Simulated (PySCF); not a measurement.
1,1-dichloro-3,3-difluoroprop-1-ene (C3H2Cl2F2), SMILES FC(F)C=C(Cl)Cl. Atoms are numbered in the order given.

```xyz
9

F      0.2638    -2.4735     1.0953
C     -0.0873    -1.7442     0.0000
F      0.2638    -2.4735    -1.0953
C      0.6630    -0.4523     0.0000
C      0.1051     0.7627     0.0000
Cl    -1.6106     1.0420     0.0000
Cl     1.0573     2.2093     0.0000
H     -1.1803    -1.6130     0.0000
H      1.7526    -0.5317     0.0000
```

The structure is a stationary point at B3LYP-D3(BJ)/def2-SVP. One conformer was computed; it need not be the lowest.

These are PySCF with PBE/pcSseg-1 values and carry that method's errors.

GIAO shieldings, no solvent; atoms listed in one row are averaged. δ = σ(ref) − σ: ¹⁹F against CFCl3 (σ = 133.6 ppm); ¹³C against TMS (σ = 182.0 ppm); ³⁵Cl against HCl (σ = 936.5 ppm); ¹H against TMS (σ = 31.49 ppm), references at their B3LYP-D3(BJ)/def2-TZVP geometries, non-relativistic (without spin–orbit terms, shifts of atoms bonded to Cl or Br come out too high).

Computed chemical shifts:
```
nucleus   atoms  count  δ (ppm)
-------  ------  -----  -------
¹⁹F      F1, F3      2   -145.0
¹³C          C5      1    153.9
¹³C          C4      1    131.0
¹³C          C2      1    124.1
³⁵Cl        Cl7      1    400.6
³⁵Cl        Cl6      1    358.9
¹H           H8      1     6.87
¹H           H9      1     6.27
```
